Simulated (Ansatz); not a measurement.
Cost and result for the atomization energy of Cl$_{2}$F$_{2}$H$_{2}$SSi$_{2}$ (`F[Si](F)(Cl)S[SiH2]Cl`) (9 atoms, 8 bonds).

```xyz
9

F    -1.9048    0.1469    0.0570
Si   -1.0324   -0.7362   -0.9186
F    -1.0040   -2.1848   -0.3014
Cl   -1.9336   -0.8388   -2.7181
S     0.8950    0.0601   -1.1392
Si    1.1880    0.8565    0.8284
Cl    1.0162   -0.5838    2.2672
H     0.2015    1.9135    1.1210
H     2.5741    1.3666    0.8038
```

The species carries charge 0 and has multiplicity 1. All single points use the PBE0-D4/def2-TZVP geometry. It is one conformer, not always the lowest. Program: Ansatz. All runs use 2 threads of an AMD EPYC 7R13 on a shared host and a share of an NVIDIA H100 80 GB. Times are those of one run each, without the atoms' runs, and a repeat can differ threefold. Electronic energies, without spin–orbit coupling; frozen cores. CCSD(T)/CBS adds CCSD(T) − MP2 in def2-TZVPP to the MP2 limit, and its time is that of the two runs behind it. T1 = 0.011. B3LYP takes the VWN-RPA correlation (the form of Gaussian; ORCA's B3LYP/G).

CCSD(T)/CBS is a level of theory with its own doubt, some kJ/mol a heavy atom from the limit and from the frozen cores, so smaller differences don't rank the functionals.

```csv
level,functions,wall time
PBE-D4/def2-TZVPP (with forces),300,4.2 s
PBE0-D4/def2-TZVPP,300,5.5 s
r2SCAN-D4/def2-TZVPP (with forces),300,6 s
B3LYP-D4/def2-TZVPP (with forces),300,6 s
MP2/def2-QZVPP,524,7 s
B2PLYP/def2-TZVPP,300,7.5 s
ωB97X-V/def2-TZVPP,300,9 s
ωB97M-V/def2-TZVPP (with forces),300,11 s
CCSD(T)/def2-TZVPP,300,15 s
CCSD(T)/CBS(def2),–,22 s
```

(1) What atomization energy does each give, and how far from CCSD(T)/CBS? (Estimate.)

## Answers

(1) Ansatz gave: 
```json
{"level": "PBE-D4/def2-TZVPP (with forces)", "atomization (kcal/mol)": "792.5", "difference from CCSD(T)/CBS": "3.5", "per bond": "0.4"}
{"level": "PBE0-D4/def2-TZVPP", "atomization (kcal/mol)": "779.5", "difference from CCSD(T)/CBS": "-9.5", "per bond": "-1.2"}
{"level": "r2SCAN-D4/def2-TZVPP (with forces)", "atomization (kcal/mol)": "791.3", "difference from CCSD(T)/CBS": "2.3", "per bond": "0.3"}
{"level": "B3LYP-D4/def2-TZVPP (with forces)", "atomization (kcal/mol)": "773.2", "difference from CCSD(T)/CBS": "-15.8", "per bond": "-2.0"}
{"level": "MP2/def2-QZVPP", "atomization (kcal/mol)": "808.9", "difference from CCSD(T)/CBS": "19.9", "per bond": "2.5"}
{"level": "B2PLYP/def2-TZVPP", "atomization (kcal/mol)": "768.3", "difference from CCSD(T)/CBS": "-20.7", "per bond": "-2.6"}
{"level": "ωB97X-V/def2-TZVPP", "atomization (kcal/mol)": "791.1", "difference from CCSD(T)/CBS": "2.1", "per bond": "0.3"}
{"level": "ωB97M-V/def2-TZVPP (with forces)", "atomization (kcal/mol)": "790.3", "difference from CCSD(T)/CBS": "1.3", "per bond": "0.2"}
{"level": "CCSD(T)/def2-TZVPP", "atomization (kcal/mol)": "759.5", "difference from CCSD(T)/CBS": "-29.5", "per bond": "-3.7"}
{"level": "CCSD(T)/CBS(def2)", "atomization (kcal/mol)": "789.0", "difference from CCSD(T)/CBS": "0.0", "per bond": "0.0"}
```

In def2-TZVPP, CCSD(T) changes the Hartree–Fock value by +178.7 kcal/mol (the triples alone add +14.9 kcal/mol) and MP2 by +210.2 kcal/mol; breaking electron pairs costs correlation energy, which Hartree–Fock lacks. The D4 term adds +15.0 kcal/mol with B3LYP and +7.9 kcal/mol with PBE0; it sums over pairs of atoms, weighted by their polarisabilities, and B3LYP, whose exchange is more repulsive, gets the larger term. From PBE to PBE0 (25 % exact exchange), in def2-TZVPP and without D4, the atomization energy moves by −11.7 kcal/mol: exact exchange takes away binding that semilocal exchange gives to molecules.
